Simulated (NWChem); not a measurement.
System: C4H4F2; SMILES CC(F)=C=CF

```xyz
10

C     -1.1861     1.7895    -0.1187
C      0.0214     0.9317     0.0112
F      1.1582     1.6281    -0.1262
C      0.0569    -0.3614     0.2342
C      0.0550    -1.6391     0.5077
F      0.0331    -2.5949    -0.4219
H     -1.1850     2.2879    -1.1012
H     -1.1697     2.5780     0.6506
H     -2.1046     1.2002    -0.0143
H      0.0725    -2.0530     1.5229
```
Atoms are numbered in this order, from 1.

All runs: NWChem. Coordinates come from a PBE0/def2-SVP optimisation. Level: PBE0/def2-SVP with SMD (1 M gas to 1 M solution), gas-phase geometry.

Task: What does the run give for solvent water? Quantities: solvation free energy (kcal/mol); cavity-dispersion-structure term (kcal/mol); dipole in solution (D).

Result: 
```yaml
solvation free energy (kcal/mol): 0.7
cavity-dispersion-structure term (kcal/mol): 4.8
dipole in solution (D): 2.59
```
